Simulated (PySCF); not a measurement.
SMILES C=[OH+] (charge +1) (PBE0/def2-SVP optimised geometry):

```
5

C     -0.547     0.027     0.000
O      0.693     0.027     0.000
H     -1.031    -0.963     0.000
H     -1.132     0.963     0.000
H      1.132     0.908     0.000
```

Method: PBE0/def2-TZVP in PySCF 2.14.0.

Problem. What are the frontier orbital energies?

Solution. HOMO-2 -22.33 eV, HOMO-1 -20.78 eV, HOMO -18.48 eV, LUMO -9.98 eV, LUMO+1 -5.68 eV.

On the same geometry PBE/def2-TZVP (PySCF) gives HOMO-2 -20.40 eV, HOMO-1 -19.23 eV, HOMO -16.77 eV, LUMO -11.30 eV, LUMO+1 -6.75 eV.

Meta-Löwdin charges at PBE0/def2-TZVP: C1 0.31, O2 -0.17, H3 0.23, H4 0.20, H5 0.44.
